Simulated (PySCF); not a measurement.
CdHF, SMILES [F][CdH]. Atoms are numbered in the order given.

```xyz
3

Cd     0.0000     0.0000    -0.2754
H      0.0000     0.0000    -1.9104
F      0.0000     0.0000     1.6810
```
Charge 0, spin multiplicity 1.

Coordinates come from a B3LYP-D3(BJ)/def2-TZVPD optimisation. The def2 effective core potentials stand for the cores of Cd; spin–orbit coupling is left out.

Vertical ionisation energy (IE) and electron affinity (EA) in eV. Rows of orbital energies are one-electron estimates. Where ΔSCF, EOM or ADC give a negative EA the extra electron is unbound and the value depends on the basis.

```json
[
 {"level": "−ε(HOMO), −ε(LUMO), M06-2X/def2-TZVPD (PySCF)", "IE": "___", "EA": "___"},
 {"level": "−ε(HOMO), −ε(LUMO), r2SCAN/def2-TZVPD (PySCF)", "IE": "8.10", "EA": "1.52"}
]
```

**Question.** Complete the blanks. (An estimate is asked for; the answer gives what the named calculation found.)

**Answer.** 
- −ε(HOMO), −ε(LUMO), M06-2X/def2-TZVPD (PySCF), IE: 10.48
- −ε(HOMO), −ε(LUMO), M06-2X/def2-TZVPD (PySCF), EA: 0.38
